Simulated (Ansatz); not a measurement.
A geometry relaxed with PBE0-D4/def2-TZVP (Ansatz, an electronic-structure program), charge 0, multiplicity 1:

```xyz
7

H     -1.5613     1.0674    -0.7790
Si     1.3390     0.0405    -0.0404
H     -1.4642    -1.3639    -0.5308
H     -1.4396     0.0862     1.4297
Si    -1.0093    -0.0631     0.0139
H      1.9047     1.4252    -0.0483
O      2.2307    -1.1922    -0.0452
```

Problem. Write the SMILES of this molecule.

Solution. `O=[SiH][SiH3]`
